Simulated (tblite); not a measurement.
A tight-binding relaxation on `C[Se]C=C=C=C[N+](C)(C)C`.

Computed with GFN2-xTB geometry optimisation, gas phase (tblite 0.8.0). Start geometry: from a force field or distance geometry. A driver script takes a list of jobs; this job's settings line and coordinates (Å) are shown.

Input:
```
{"job": {"kind": "relax", "xc": "GFN2-xTB", "basis": "xTB"}, "charge": 1, "multiplicity": 1}
C      4.889900    -1.608100     0.211500
Se     4.054400    -0.378000    -1.042500
C      2.861600     0.856400    -0.218800
C      1.648300     0.522700     0.137300
C      0.445200     0.190400     0.528400
C     -0.760500    -0.154100     0.889400
N     -1.913900     0.215800     0.168800
C     -1.562300     1.137700    -0.890800
C     -2.875900     0.916400     0.996500
C     -2.500200    -0.962100    -0.442500
H      5.686100    -1.129200     0.836300
H      5.385600    -2.378900    -0.402600
H      4.174000    -2.098000     0.916600
H      3.183400     1.879100    -0.067300
H     -0.869500    -0.732300     1.784100
H     -2.409700     1.241800    -1.607500
H     -1.438900     2.126900    -0.403300
H     -0.629800     0.839500    -1.388000
H     -2.564200     0.998400     2.063100
H     -3.828700     0.383500     0.902800
H     -3.048400     1.949800     0.630100
H     -2.240000    -1.863100     0.131800
H     -2.084600    -1.025900    -1.470600
H     -3.613500    -0.909000    -0.554000
```

Output:
```
step      E/eV     max force
  0    -809.94982    4.545
  1    -810.13875    6.753
  2    -810.43999    1.207
  3    -810.53449    1.153
  4    -810.97649    0.949
  5    -811.05780    0.830
  6    -811.18954    0.705
  7    -811.28015    1.047
  8    -811.37263    0.676
  9    -811.44574    0.707
... (154 lines left out)
164    -812.53346    0.012
165    -812.53352    0.014
166    -812.53356    0.016
167    -812.53360    0.016
168    -812.53365    0.015
169    -812.53370    0.013
170    -812.53374    0.012
171    -812.53377    0.012
172    -812.53379    0.011
173    -812.53382    0.009
```

«max force» is the largest atomic force in eV/Å.

**Question.** From which step on does the largest force stay under 0.1 eV/Å, and how much energy is left to gain from there?

**Answer.** From step 141 (0.046 eV/Å), 4.3 meV above the end.

Main results: energy lowered by 59.6 kcal/mol over 173 steps; largest atomic force 0.009 eV/Å at the end.

**Question.** Where do the atoms end?

**Answer.** 0.964 Å rms from the input after alignment:
```
atom  x, y, z in Å
C1     4.0328   -1.2799    0.8228
Se2    4.6675    0.1187   -0.3742
C3     3.0309    0.8515   -0.8595
C4     1.8475    0.4461   -0.4364
C5     0.7562    0.0150    0.0027
C6    -0.3973   -0.4265    0.4589
N7    -1.7004    0.1448    0.0825
C8    -1.5302    1.2755   -0.8444
C9    -2.3851    0.6085    1.3052
C10   -2.5077   -0.9051   -0.5691
H11    4.9035   -1.8057    1.2034
H12    3.3962   -1.9646    0.2682
H13    3.4818   -0.8269    1.6431
H14    3.1086    1.6804   -1.5512
H15   -0.4681   -1.2528    1.1465
H16   -2.5024    1.6799   -1.1205
H17   -0.9375    2.0572   -0.3720
H18   -1.0126    0.9428   -1.7428
H19   -1.7757    1.3600    1.8052
H20   -2.5396   -0.2253    1.9883
H21   -3.3521    1.0427    1.0555
H22   -2.6315   -1.7539    0.1016
H23   -2.0061   -1.2465   -1.4734
H24   -3.4905   -0.5163   -0.8318
```

**Question.** How long does this job take on one thread, Arm Neoverse V2 (aarch64) (shared host)?

**Answer.** About 1.5 s.
Labels such as C1 count atoms from 1, the log's own numbers from 0.
